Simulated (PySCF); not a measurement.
Mg(iPr)(NH2) (C₃H₉MgN), SMILES C[CH](C)[Mg][NH2].

The structure is a stationary point at B3LYP-D3(BJ)/def2-SVP. The structure was generated by enumeration; whether it is a known compound was not checked. The values are those of a single conformer.

Computed with IEF-PCM-ωB97X/def2-SVP in PySCF 2.14.0.

The values are the electrostatic part of the solvation free energy, E(continuum) − E(gas) at the gas-phase geometry, in a cavity of scaled van der Waals radii (PySCF's table); cavitation and dispersion terms are not included. A continuum can't describe solvent molecules that bind to the metal. In vacuum the orbital gap is 9.48 eV. The dipole moment in vacuum is 0.70 D.

Computed values in water (ε = 78.36), acetonitrile (ε = 35.69), chloroform (ε = 4.71):
```
solvent           ε  ΔG(elec) (kcal/mol)  dipole (D)  gap (eV)
------------  -----  -------------------  ----------  --------
water         78.36                 -8.5        1.20      9.66
acetonitrile  35.69                 -8.3        1.18      9.66
chloroform     4.71                 -5.9        1.01      9.60
```
